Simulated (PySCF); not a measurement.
Harmonic spectrum computed at PBE0 in the def2-SVP basis family (core potentials from Rb on, PySCF, no spin–orbit coupling):

```
symmetry  ω (cm⁻¹)  IR (km/mol, summed over degenerate members)
    a2''        60                                         52.9
      e'        94                                          5.7
     a1'       357                                          0.0
      e'       490                                          341
```

Task: Which molecule gave it? In each, all ligands are bound to the one heavy central atom.
A. ScCl₃ (singlet)
B. SbCl₃ (singlet)
C. TiCl₃ (doublet)
D. NbCl₃ (triplet)

Result: A. It has D3h symmetry with Sc–Cl 2.262 Å (×3).
